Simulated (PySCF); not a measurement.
Identify the unknown among the candidates.

All candidates are C7H12.

| technique | computed result |
| --- | --- |
| 1H NMR | chemical shifts (computed TMS as zero) by class: 1.90 (1 H), 1.55 (1 H), 1.44 (2 H), 1.40 (2 H), 1.24 (6 H) ppm [GIAO PBE0/pcSseg-1] |
| 13C NMR | chemical shifts (computed TMS as zero) by class: 93.1 (1 C), 77.3 (1 C), 38.8 (1 C), 34.6 (2 C), 15.4 (2 C) ppm [GIAO PBE0/pcSseg-1] |
| Rotational structure | rotational constants A, B, C: 3.465, 1.899, 1.334 GHz [GFN2-xTB] |
| Dipole | 0.64 D [PBE0/pcSseg-1] |

Electronic properties: PySCF, gas phase, density fitting. Levels stand in brackets. The structure is a single GFN2-xTB conformer in the gas phase; no vibrational or solvent corrections. NMR values are class means; diastereotopic atoms form classes of their own.

Problem. Which candidate is it?
A. `C=CC1(C)CCC1`
B. `C#CC(CC)CC`
C. `C1C[C@H]2CC[C@@H]1C2`
D. `CC[C@@H]1C=CCC1`
E. `C=CC/C=C\CC`

Solution. B. It is `C#CC(CC)CC`. Numbering: `[CH:1]#[C:2][CH:3]([CH2:4][CH3:5])[CH2:6][CH3:7]`. Its formula, C7H12, gives 2 degrees of unsaturation: 0 rings and 2 π bonds in the structure found. 7 carbons fall into 5 classes; from least to most shielded: alkyne carbon [C2] (93.1 ppm), terminal alkyne carbon [C1] (77.3 ppm), propargylic carbon [C3] (38.8 ppm), chain CH2 carbon [C4/C6] (34.6 ppm, 2 C), methyl carbon [C5/C7] (15.4 ppm, 2 C). Hydrogen classes from least to most shielded: 1 H on a propargylic carbon, C3 (1.90 ppm), 1 H on a terminal alkyne carbon, C1 (1.55 ppm), 2 H on 2 chain CH2 carbons, C4/C6 (1.44 ppm), 2 H on 2 chain CH2 carbons, C4/C6 (1.40 ppm), 6 H on 2 methyl carbons, C5/C7 (1.24 ppm, a mean of values up to 0.9 ppm apart in this geometry). The optimised geometry has point group Cs and is an asymmetric top.

The others, at the same levels:
- `C=CC1(C)CCC1` fails: it has 6 carbon classes against 5; its computed 13C shifts are 160.8 (1 C), 116.7 (1 C), 40.8 (1 C), 33.2 (2 C), 32.0 (1 C), 14.1 (1 C) ppm, 1H shifts are 6.43 (1 H), 5.28 (1 H), 5.18 (1 H), 2.15 (2 H), 1.99 (1 H), 1.83 (1 H), 1.78 (2 H), 1.24 (3 H) ppm and rotational constant A is 4.076 GHz (against 3.465 GHz).
- `CC[C@@H]1C=CCC1` fails: it has 7 carbon classes against 5; its computed 13C shifts are 141.0 (1 C), 139.0 (1 C), 49.7 (1 C), 38.0 (1 C), 30.9 (1 C), 29.3 (1 C), 8.8 (1 C) ppm, 1H shifts are 5.95 (1 H), 5.67 (1 H), 3.12 (1 H), 2.51 (1 H), 2.48 (1 H), 2.16 (1 H), 1.53 (1 H), 1.52 (1 H), 1.44 (1 H), 0.81 (3 H) ppm and rotational constant A is 4.159 GHz (against 3.465 GHz).
- `C=CC/C=C\CC` fails: it has 7 carbon classes against 5; its computed 13C shifts are 146.7 (1 C), 138.2 (1 C), 133.9 (1 C), 120.0 (1 C), 39.2 (1 C), 25.6 (1 C), 16.8 (1 C) ppm, 1H shifts are 6.19 (1 H), 5.73 (1 H), 5.69 (1 H), 5.35 (1 H), 5.21 (1 H), 2.96 (2 H), 2.19 (2 H), 1.02 (3 H) ppm and rotational constant A is 4.234 GHz (against 3.465 GHz).
- `C1C[C@H]2CC[C@@H]1C2` fails: it has 3 carbon classes against 5; its computed 13C shifts are 39.8 (2 C), 39.8 (1 C), 32.5 (4 C) ppm, 1H shifts are 2.11 (2 H), 1.60 (4 H), 1.17 (4 H), 1.09 (2 H) ppm and rotational constant A is 3.765 GHz (against 3.465 GHz).

Each candidate is one conformer, not necessarily the lowest. Dipoles, sizes and rotational constants follow the conformer. The torsions of the flexible species, by atom-mapped SMILES:
- `[CH:1]#[C:2][CH:3]([CH2:4][CH3:5])[CH2:6][CH3:7]`: C2–C3–C4–C5 63°, C2–C3–C6–C7 -63°
- `[CH2:1]=[CH:2][C:3]1([CH3:4])[CH2:5][CH2:6][CH2:7]1`: C1–C2–C3–C4 -96°
- `[CH2:1]=[CH:2][CH2:3]/[CH:4]=[CH:5]\[CH2:6][CH3:7]`: C1–C2–C3–C4 119°, C2–C3–C4–C5 -119°, C4–C5–C6–C7 113°

The conformers of `CC[C@@H]1C=CCC1` and `C1C[C@H]2CC[C@@H]1C2` aren't listed.
